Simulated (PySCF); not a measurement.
A calculated (UHF, PySCF 2.14, jorge-DZP-DKH, scalar relativity by spin-free X2C-1e) atom or ion has these occupied shells.

| shell | electrons | orbital energy (eV) | rms radius, mean of both spins (bohr) |
| --- | --- | --- | --- |
| 1s α | 1 | -5025.1 | 0.0804 |
| 1s β | 1 | -5025.0 | 0.0804 |
| 2s α | 1 | -596.77 | 0.351 |
| 2s β | 1 | -595.74 | 0.351 |
| 2p α | 3 | -492.56 | 0.320 |
| 2p β | 3 | -491.64 | 0.320 |
| 3s α | 1 | -88.070 | 1.08 |
| 3s β | 1 | -84.249 | 1.08 |
| 3p α | 3 | -58.324 | 1.18 |
| 3p β | 3 | -53.891 | 1.18 |
| 3d α | 2 | -19.130 | 1.63 |
| 4s α | 1 | -12.999 | 3.50 |

(1) Name the element and its charge.

Results:

(1) Ti⁺ (titanium, charge +1), in [Ar] 3d2 4s1, high-spin 4F determinant.
